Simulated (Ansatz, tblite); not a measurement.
Removing and adding an electron: Be7. The state is a singlet with charge 0. Geometry: r2SCAN/def2-TZVP. Ansatz, gas phase; energy differences of separate SCF runs; the oxidised species was run as a doublet alone; the reduced species was run as a doublet alone.

```xyz
7

Be   -1.6173   -0.6856   -0.3817
Be    0.2100   -0.7584    0.7508
Be   -1.3079    1.1427    0.7544
Be    1.8158   -0.2331   -0.2166
Be   -0.2000    0.7476   -0.7489
Be    0.8722    1.3346    0.8511
Be    0.2271   -1.5478   -1.0092
```

The xTB rows come from tblite. HOMO above LUMO, or a gap near zero within one spin, warns that the state may not be the lowest or that an electron is smeared out. The structure comes from a short search, and lower isomers may exist.

```
          level  −HOMO (eV)  vertical IE (eV)  −LUMO (eV)  vertical EA (eV)  HOMO–LUMO gap (eV)  IE − EA (eV)                                                                                                            remarks
       GFN1-xTB        7.47             10.07        6.82              4.26                0.65          5.80                                                                                                                  –
       GFN2-xTB       -1.47                 –       -2.16             -6.41                0.68             –                                                                                                                  –
 PBE/def2-TZVPD        4.65                 –        3.94              1.84                0.71             –  HOMO above zero (-1 doublet), gap within one spin near zero (-1 doublet), restricted SCF unstable in HF (singlet)
PBE0/def2-TZVPD        5.26                 –        3.22              1.83                2.04             –                                restricted SCF unstable in HF (singlet), spin-contaminated (⟨S²⟩ 0.83) (-1 doublet)
```

Run but left out: HF/def2-TZVPP, HF/def2-TZVPD (singlet: restricted singlet, unstable towards broken spin symmetry); PBE/def2-TZVP, r2SCAN/def2-TZVP, PBE0/def2-TZVP, MP2/def2-TZVPP, CCSD/def2-TZVPP, CCSD(T)/def2-TZVPP (charge +1 doublet: ⟨S²⟩ 1.15 to 2.33, where a pure state has 0.75); r2SCAN/def2-TZVPD, MP2/def2-TZVPD, CCSD/def2-TZVPD, CCSD(T)/def2-TZVPD (charge -1 doublet: ⟨S²⟩ 1.22 to 2.37, where a pure state has 0.75).   A HOMO above zero means that the electron is unbound at that level or that self-interaction error raises the level; the energy of removing that electron tells which. Raw xTB energy differences between charge states are shifted by several eV; the methods need an empirical correction for them. A negative affinity means that the extra electron isn't bound; its size then hangs on the basis.
